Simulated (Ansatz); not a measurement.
H₂I₃NZr (`[NH2][Zr]([I])([I])[I]`), one more setting.

```yaml
crystal:
  periodic: [false, false, false]
  atoms:
    - {symbol: N, position_ang: [-0.455868, 0.750631, 0.981395]}
    - {symbol: Zr, position_ang: [0.221011, -0.402650, -0.481714]}
    - {symbol: I, position_ang: [2.114142, -2.010509, 0.575088]}
    - {symbol: I, position_ang: [-1.898938, -1.719563, -1.509724]}
    - {symbol: I, position_ang: [1.323373, 1.185970, -2.377718]}
    - {symbol: H, position_ang: [-1.386812, 1.145916, 1.028239]}
    - {symbol: H, position_ang: [0.083093, 1.050214, 1.784425]}
basis:
  gaussian: {orbitals: def2-TZVPP}
magnetization: {spin_polarized: true, initial_magnetization: 2}
hamiltonian: {xc: {name: wPBEh}, pseudopotentials: {relativity: none}}
scf: {lower_state_search: light}
```

```sh
$ ansatz run in.yaml --threads 4 --pin off --events-out ev --progress --plain --max-ram 11315MiB
```

Output, abridged:

```
Functional definition: wPBEh
1917 factors; their error is unknown
111 factors; integrals over basis functions are off by at most 1.0e-6 eV
mean field evaluation 1: about -27096.8450 eV, gradient 5.3e1 eV
mean field evaluation 2: about -26993.5132 eV, gradient 1.3e2 eV
mean field evaluation 4: about -27107.6709 eV, gradient 1.4e1 eV
mean field evaluation 8: about -27108.7534 eV, gradient 1.7e0 eV
mean field evaluation 16: about -27108.8030 eV, gradient 1.7e-1 eV
mean field evaluation 32: about -27109.6541 eV, gradient 8.3e-3 eV
mean field evaluation 64: about -27109.6482 eV, gradient 2.3e-1 eV
mean field evaluation 96: about -27109.6281 eV, gradient 2.1e-2 eV
mean field -27109.65408215 eV, -996.2614119356 hartree, gradient 4.4e-6 eV, S^2 2.011004; 10 other end points of the search recorded, 0 dependent functions left out
reference -27109.65412893 eV, -996.2614136546 hartree; 49, 47 occupied and 216, 218 virtual orbitals, 1917 factors
Total energy: -27109.65412893 eV, -996.2614136546 hartree
```

It took 2.2 min on 4 threads of an Arm Neoverse V2 on a shared host, with 2.3 GiB of host memory at the peak.
